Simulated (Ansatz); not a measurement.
C₃H₇FSi, SMILES `FC/C=C/[SiH3]`. Total charge 0; spin multiplicity 1.

```xyz
12

F    -1.546   -1.689   -1.308
C    -0.191   -1.763   -1.084
C     0.311   -0.605   -0.297
C    -0.435    0.400    0.152
Si    0.264    1.814    1.128
H     0.015   -2.702   -0.555
H     0.313   -1.810   -2.057
H     1.383   -0.635   -0.104
H    -1.499    0.373   -0.075
H    -0.372    1.901    2.471
H     1.728    1.606    1.294
H     0.029    3.109    0.435
```

Problem. Give the diagnostics of a CCSD(T)/def2-TZVPP run (frozen core, Ansatz). (Best estimate.)

Solution. Ansatz gave: T1 = 0.0114, largest single amplitude 0.012, largest double 0.090, (T) share of the correlation energy 3.7 %, 9 CCSD cycles. The RHF solution is stable towards an unrestricted one. T1 lies under the customary mark of 0.02 for closed shells.
